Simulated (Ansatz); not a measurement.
`F[SiH]1N[SiH2][SiH2]1`, relaxed with RKS PBE-D4/def2-SVP in Ansatz from a rough embedded geometry. The force threshold is 0.03 eV/Å; the program also tests the step.

Charge 0, multiplicity 1.

Start:

```xyz
11

F    -1.601   -0.185   -2.006
Si   -1.274   -0.149   -0.472
N    -0.173   -1.397   -0.186
Si    1.025   -0.568    0.809
Si    0.238    1.470    0.032
H    -2.438   -0.308    0.424
H     0.326   -1.631   -1.083
H     0.649   -0.819    2.225
H     2.340   -0.922    0.368
H    -0.130    2.486    1.034
H     1.039    2.025   -1.144
```

Problem. By how much does the energy fall, and how many steps does the optimiser take? (Estimate.)

Solution. Ansatz gave: 106.58 kJ/mol, in 14 steps, 1 of them rejected.

Problem. Which bonds change most? (Best estimate.)

Solution. Ansatz gave: Si2–Si5 from 2.272 to 2.357 Å; F1–Si2 from 1.569 to 1.648 Å; Si4–H9 from 1.432 to 1.508 Å; Si2–N3 from 1.689 to 1.749 Å.

Problem. Give the relaxed structure. (Estimate.)

Solution. Ansatz gave: 
```xyz
11

F    -1.336   -0.147   -2.351
Si   -1.269   -0.082   -0.705
N    -0.224   -1.311   -0.030
Si    1.208   -0.530    0.676
Si    0.212    1.544    0.144
H    -2.704   -0.204   -0.273
H    -0.395   -2.322   -0.051
H     1.379   -0.841    2.141
H     2.501   -0.884   -0.015
H    -0.274    2.348    1.318
H     0.901    2.431   -0.854
```
